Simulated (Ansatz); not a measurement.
Isomers of CH6BNSi, relaxed with PBE0-D4/def2-TZVP in Ansatz; electronic energies, one conformer each and not always the lowest. Functionals use def2-TZVPP; CBS adds triple-zeta CCSD(T) − MP2 to the MP2 limit of def2-TZVPP and def2-QZVPP.

Task: Order them by energy at frozen-core CCSD(T)/CBS, lowest first. (Estimate.)
A. `[SiH3]N1BC1`
B. `CB1N[SiH2]1`
C. `BN1C[SiH2]1`
D. `[SiH3]B1CN1`
E. `NB1C[SiH2]1`
F. `B1NC[SiH2]1`
G. `B1CN[SiH2]1`

Result: B (0.0 kcal/mol), F (12.5 kcal/mol), E (15.1 kcal/mol), A (16.1 kcal/mol), C (18.6 kcal/mol), D (33.4 kcal/mol), G (37.9 kcal/mol).

Task: How do ωB97M-V, B2PLYP, HF/CBS(def2), r2SCAN-D4 place them (kcal/mol, against `CB1N[SiH2]1`)? (An estimate is asked.)

Result: Computed: 
| isomer | ωB97M-V | B2PLYP | HF/CBS(def2) | r2SCAN-D4 |
| --- | --- | --- | --- | --- |
| `B1NC[SiH2]1` | 13.2 | 13.7 | 12.8 | 14.9 |
| `[SiH3]N1BC1` | 15.8 | 15.1 | 9.6 | 17.6 |
| `[SiH3]B1CN1` | 33.3 | 33.0 | 31.6 | 33.9 |
| `NB1C[SiH2]1` | 14.7 | 15.2 | 16.5 | 14.0 |
| `B1CN[SiH2]1` | 38.4 | 39.3 | 33.2 | 40.7 |
| `BN1C[SiH2]1` | 18.2 | 17.6 | 14.5 | 19.6 |
